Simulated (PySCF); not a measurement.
Species: C₆H₅NO.
SMILES with atom numbers: `[O:1]=[CH:2][c:3]1[cH:4][cH:5][cH:6][cH:7][n:8]1` (hydrogens: H9 on C2; H10 on C4; H11 on C5; H12 on C6; H13 on C7)

The same species was optimised twice, with GFN2-xTB and with PBE0-D3(BJ)/def2-SVP (PySCF), and the same property calculations (PySCF, gas phase) were run on both structures.

```tsv
coordinate	GFN2-xTB	PBE0-D3(BJ)/def2-SVP	change
C2–C3 (Å)	1.477	1.490	+0.013
C7–N8 (Å)	1.316	1.327	+0.011
C5–C6 (Å)	1.386	1.394	+0.008
C6–C7 (Å)	1.391	1.397	+0.006
C4–C5 (Å)	1.385	1.390	+0.005
C3–C4 (Å)	1.395	1.398	+0.003
C3–N8 (Å)	1.332	1.334	+0.002
O1=C2 (Å)	1.203	1.204	+0.001
O1–C2–C3 (°)	124.9	123.9	-1.0
C2–C3–C4 (°)	121.1	120.1	-1.0
C4–C3–N8 (°)	122.9	123.8	+0.9
C3–N8–C7 (°)	118.2	117.8	-0.4
C3–C4–C5 (°)	118.4	118.0	-0.4
C5–C6–C7 (°)	118.5	118.8	+0.3
C6–C7–N8 (°)	123.4	123.1	-0.3
C4–C5–C6 (°)	118.6	118.5	-0.1
O1–C2–C3–C4 (°)	0	0	0
```

Rotational constants: A = 5457, B = 1630, C = 1255 MHz (GFN2-xTB) against A = 5382, B = 1627, C = 1249 MHz (PBE0-D3(BJ)/def2-SVP). Point groups within 0.08 Å: Cs and Cs.

On the GFN2-xTB structure: HOMO (eV) -7.56 [PBE0/pcSseg-1]; LUMO (eV) -2.19 [PBE0/pcSseg-1]; dipole (D) 3.79 [PBE0/pcSseg-1]; GIAO shielding of O1 (ppm) -347.8 [PBE0/pcSseg-1]; GIAO shielding of C2 (ppm) -14.3 [PBE0/pcSseg-1]; GIAO shielding of C3 (ppm) 29.5 [PBE0/pcSseg-1]; GIAO shielding of C4 (ppm) 58.5 [PBE0/pcSseg-1]; GIAO shielding of C5 (ppm) 44.2 [PBE0/pcSseg-1]; GIAO shielding of C6 (ppm) 53.9 [PBE0/pcSseg-1]; GIAO shielding of C7 (ppm) 31.2 [PBE0/pcSseg-1]; GIAO shielding of N8 (ppm) -99.2 [PBE0/pcSseg-1].

What do these properties become on the PBE0-D3(BJ)/def2-SVP structure?

```
                                    property          level  on GFN2-xTB  on PBE0-D3(BJ)/def2-SVP  change
                                   HOMO (eV)  PBE0/pcSseg-1        -7.56                    -7.57   -0.01
                                   LUMO (eV)  PBE0/pcSseg-1        -2.19                    -2.17   +0.02
                                  dipole (D)  PBE0/pcSseg-1         3.79                     3.71   -0.08
energy, GFN2-xTB geometry as zero (kcal/mol)  PBE0/pcSseg-1          0.0                     -0.2    -0.2
                  GIAO shielding of O1 (ppm)  PBE0/pcSseg-1       -347.8                   -343.7    +4.1
                  GIAO shielding of C2 (ppm)  PBE0/pcSseg-1        -14.3                    -14.4    -0.1
                  GIAO shielding of C3 (ppm)  PBE0/pcSseg-1         29.5                     27.7    -1.8
                  GIAO shielding of C4 (ppm)  PBE0/pcSseg-1         58.5                     57.3    -1.2
                  GIAO shielding of C5 (ppm)  PBE0/pcSseg-1         44.2                     42.3    -1.9
                  GIAO shielding of C6 (ppm)  PBE0/pcSseg-1         53.9                     51.6    -2.3
                  GIAO shielding of C7 (ppm)  PBE0/pcSseg-1         31.2                     28.7    -2.5
                  GIAO shielding of N8 (ppm)  PBE0/pcSseg-1        -99.2                   -100.5    -1.3
```

The heavy atoms differ by 0.011 Å rms after alignment. Among bonds between heavy atoms C2–C3 changes most (+0.013 Å). Changes are differences of the printed values. Neither structure is proved a minimum here.

Conformer computed: `[O:1]=[CH:2][c:3]1[cH:4][cH:5][cH:6][cH:7][n:8]1`: O1–C2–C3–C4 0°.
